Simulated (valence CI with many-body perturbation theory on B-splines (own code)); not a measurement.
## Lu21+: calculated level list

Level of theory: valence CI with perturbative core correlation (CI+MBPT): four valence electrons over a frozen Dirac-Fock core [Kr] 4d10, radial functions for each j: 7 s, 7 p, 7 d, 7 f, 4 g, 2 h, with the one-electron correlation potential Σ1 (screened to all orders), the two-electron term Σ2, the three-electron term Σ3, Breit, model QED; selected single and double excitations, second order for the rest, scaled by the run's own slope (own B-spline code, finite nucleus).

No measured levels were compared; by estimate terms of the open shell hold to a few per cent of their energy, and close levels can change places.

Levels 181 to 198 of 198, with energies above the lowest level, 4f⁴ ⁵I_4. "Leading %" is the weight of the configuration and term that name the level; weights of strongly mixed levels are sums over their largest components and can fall short. In the jj column 3d3/2^4 stands for four electrons in 3d with j = 3/2.

```csv
No.,Configuration,Term,J,E (cm⁻¹),Leading %,g,Second component,Leading jj
181,4f³5s,¹F°,3,620380,74,1.018,8 % 4f³5s ³F°,4f5/2 4f7/2^2 5s (52 %)
182,4f³5s,³G°,5,626010,94,1.187,,4f5/2 4f7/2^2 5s (74 %)
183,4f³5s,³G°,4,627450,89,1.044,5 % 4f³5s ¹G°,4f5/2 4f7/2^2 5s (63 %)
184,4f³5s,³G°,3,629930,89,0.776,6 % 4f³5s ¹F°,4f5/2 4f7/2^2 5s (44 %)
185,4f³5s,¹G°,4,635540,89,1.012,5 % 4f³5s ³F°,4f5/2 4f7/2^2 5s (56 %)
186,4f³5s,³F°,4,677860,93,1.237,,4f7/2^3 5s (40 %)
187,4f³5s,³F°,3,679980,85,1.064,10 % 4f³5s ¹F°,4f5/2 4f7/2^2 5s (37 %)
188,4f³5s,³F°,2,683070,99,0.665,,4f5/2 4f7/2^2 5s (85 %)
189,4f³5s,¹F°,3,688760,87,1.007,11 % 4f³5s ³F°,4f5/2 4f7/2^2 5s (69 %)
190,4f³5p,⁵K,5,787960,60,0.743,31 % 4f³5p ³I,4f5/2^3 5p1/2 (82 %)
191,4f³5p,³H,4,796450,44,0.747,39 % 4f³5p ⁵I,4f5/2^3 5p1/2 (75 %)
192,4f³5p,⁵K,6,804830,57,0.942,15 % 4f³5p ³I,4f5/2^2 4f7/2 5p1/2 (92 %)
193,4f³5p,⁵I,5,808400,35,0.988,29 % 4f³5p ³H,4f5/2^2 4f7/2 5p1/2 (90 %)
194,4f³5p,⁵K,7,819210,40,1.067,24 % 4f³5p ³K,4f5/2 4f7/2^2 5p1/2 (61 %)
195,4f³5p,⁵G,2,820370,53,0.564,32 % 4f³5p ³F,4f5/2^3 5p1/2 (72 %)
196,4f³5p,⁵H,6,821080,39,1.131,24 % 4f³5p ⁵I,4f5/2 4f7/2^2 5p1/2 (69 %)
197,4f³5p,³D,1,824610,46,0.557,31 % 4f³5p ⁵F,4f5/2^3 5p1/2 (72 %)
198,4f³5p,³I,5,827550,30,0.977,12 % 4f³5p ³H,4f5/2^2 4f7/2 5p1/2 (79 %)
```

Names give the largest LS component (configuration and term), which can be under half, so a name can repeat, a term be missing and a line seem to break the LS rules; names also repeat where a configuration has a term twice.
